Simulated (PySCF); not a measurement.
## Unknown compound

An unknown has the formula C7H10NPSi. Its calculated NMR data are:

$^{1}$H NMR (500 MHz, computed): δ 10.41 (m, 1H), 9.00 (m, 1H), 4.64 (s, 3H), 1.88 (m, 1H), 1.58 (m, 2H), 1.21 (m, 2H).

$^{13}$C{$^{1}$H} NMR (computed): δ 209.5 (C), 193.5 (CH), 159.0 (CH), 128.8 (C), 26.7 (CH), 23.5 (CH2, 2C).

Method: PBE0/pcSseg-1 with gauge-including orbitals, PBE0-D3(BJ)/def2-SVP structure, in PySCF (a single conformation, no solvent model, relativity neglected, one averaged value for each set of equivalent atoms).

Referencing at the same level of theory: $^{1}$H (31.27 ppm), $^{13}$C (184.41 ppm) vs TMS.

Q: Propose a structure and justify it.

A: 
- 6 carbon signals for 7 carbons: some carbons are equivalent by symmetry or fast rotation.
- Carbon types of the structure: 2 × C, 3 × CH, 2 × CH2, leaving 3 H on heteroatoms.
- δC 209.5, 128.8: substituted aromatic carbon.
- δC 193.5, 159.0: aromatic CH next to a ring nitrogen; the adjacent pyridine-type nitrogen withdraws density from it.
- δC 26.7, 23.5: three-membered-ring carbon; carbons of three-membered rings are unusually shielded.
- δH 10.41, 9.00: hydrogen on an aromatic CH next to a ring nitrogen; ring current plus the neighbouring ring nitrogen.
- δH 4.64: hydrogen on a silicon bonded to C.
- δH 1.88, 1.58, 1.21: hydrogen on a three-membered-ring carbon.

The compound is SMILES n1cc([SiH3])c(C2CC2)pc1.

This is the structure that produced the data.

Splittings by $^{31}$P in the carbon and heteronuclear signals aren't shown, as no couplings were computed. Shifts are as computed. Against solution values, carbons near 30 ppm lie about +2 ppm off and those near 130 ppm about +5 ppm. Of 1313 compounds with measured shifts, 239 miss one by over three times the rms of a fit or turn the order of signals round; such compounds aren't used in these exercises. Multiplicities follow the n + 1 count of equivalent neighbours, as no J values were calculated; m marks all less simple cases, F and P coupling included.
